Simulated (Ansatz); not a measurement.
Reaction (substitution at a C–C bond): `C[C@@H]1N[Si@@H]1F` + `CO[SiH](N)Cl` → `CN[SiH](Cl)OC` + `F[SiH]1CN1`

Computed with Ansatz on PBE0-D4/def2-TZVP structures; ΔE is electronic, products minus reactants. CCSD(T)/CBS adds triple-zeta CCSD(T) − MP2 to the extrapolated MP2 energy (def2 sets, frozen cores). Functionals use def2-TZVPP. B3LYP here is the variant with VWN-RPA as its local correlation; programs differ in this. One conformer a species, not always the lowest.

**Question.** Is it downhill or uphill in electronic energy at CCSD(T)/CBS, and by how much? (Best estimate.)

**Answer.** Ansatz gave: Uphill: ΔE = +0.51 eV.

**Question.** What do these levels give: PBE-D4, r2SCAN-D4, B3LYP-D4, B2PLYP, r2SCAN, B3LYP, MP2/def2-TZVPP, CCSD(T)/def2-TZVPP, HF/def2-QZVPP, MP2/def2-QZVPP, HF/CBS(def2), CCSD/CBS(def2)? (An estimate is asked.)

**Answer.** Computed: PBE-D4 0.48, r2SCAN-D4 0.51, B3LYP-D4 0.45, B2PLYP 0.48, r2SCAN 0.51, B3LYP 0.45, MP2/def2-TZVPP 0.53, CCSD(T)/def2-TZVPP 0.49, HF/def2-QZVPP 0.42, MP2/def2-QZVPP 0.53, HF/CBS(def2) 0.42, CCSD/CBS(def2) 0.49 eV.

Largest T1 diagnostic among the species: 0.012.

In def2-TZVPP, CCSD(T) changes the Hartree–Fock value by +0.07 eV (the triples alone add +0.01 eV) and MP2 by +0.10 eV.
